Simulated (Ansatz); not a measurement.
Gas-phase electronic energies from Ansatz, PBE0-D4/def2-TZVP geometries. CBS: MP2 limit from def2 TZ/QZ plus the TZ coupled-cluster correction, frozen cores. This one scheme is used for every species. Functionals use def2-TZVPP. B3LYP here is the variant with VWN-RPA as its local correlation; programs differ in this. Each species was taken in one conformer, which may not be the lowest.

Reaction (cleavage of the Si–Si bond): `CO[SiH2][SiH2]N` + `[AlH2][SH]` → `N[SiH2][S][AlH2]` + `CO[SiH3]`

| level | ΔE (kJ/mol) |
| --- | --- |
| B3LYP | -80.6 |
| CCSD(T)/def2-TZVPP | -84.6 |

Q: What does CCSD(T)/CBS give? (Best estimate.)

A: Ansatz gave: -87.8 kJ/mol. The listed levels differ from it by 7.2, 3.2 kJ/mol.

Largest T1 diagnostic among the species: 0.011.

From PBE to PBE0 (25 % exact exchange), in def2-TZVPP and without D4, ΔE moves by −5.7 kJ/mol.
